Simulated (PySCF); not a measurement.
Compound: C₅H₁₁N₂PSi.
SMILES with atom numbers: `[CH3:1][C@@H:2]1[C@H:3]([C:4]#[N:5])[CH2:6][NH:7][Si@H:8]1[PH2:9]`

Probes without a nucleus sit at each ring's centroid and 1 Å off its mean plane on both sides; NICS is minus the shielding there, NICSzz its component along the normal. Level: GIAO PBE0/pcSseg-1 (PySCF, non-relativistic, gas phase) on the GFN2-xTB geometry, one conformer.

Ring bond lengths (Å), with Mayer bond orders in brackets: C2–C3 1.535 (0.97), C3–C6 1.536 (1.00), C6–N7 1.443 (0.97), N7–Si8 1.712 (1.00), Si8–C2 1.906 (0.85).

**Question.** What do the NICS probes read (ppm)?

**Answer.** 
```
           ring                                                    type  NICS(0)  NICS(1), two faces  NICS(1)zz, two faces  rms pucker (Å)  centre to ring atoms, mean (Å)
C2–C3–C6–N7–Si8  5-membered ring with N and Si; formal bonds all single     -6.4         -3.4 / -3.5           -4.1 / -3.0            0.19                            1.36
```

**Question.** What can be read from them?

**Answer.** 
- C2–C3–C6–N7–Si8: mean NICS(1)zz -3.5 ppm, shielded. C2, C3, C6, Si8 have four or more neighbours, so the value isn't read as a sign of a π ring current.

**Question.** At the first NICS(1) probe listed for ring C2–C3–C6–N7–Si8, 1 Å off the ring, what do the in-plane components average?

**Answer.** The isotropic value is a third of the trace: (3 × -3.4 − (-4.1))/2 = -3.0 ppm.

**Question.** List the ring angles and the Hirshfeld charges of the ring atoms.

**Answer.** 
- C2–C3–C6–N7–Si8: C2 100.8° (-0.104 e), C3 108.0° (-0.004 e), C6 107.2° (-0.014 e), N7 115.8° (-0.247 e), Si8 91.5° (+0.329 e); sum 523.3° against 540° for a flat convex ring.
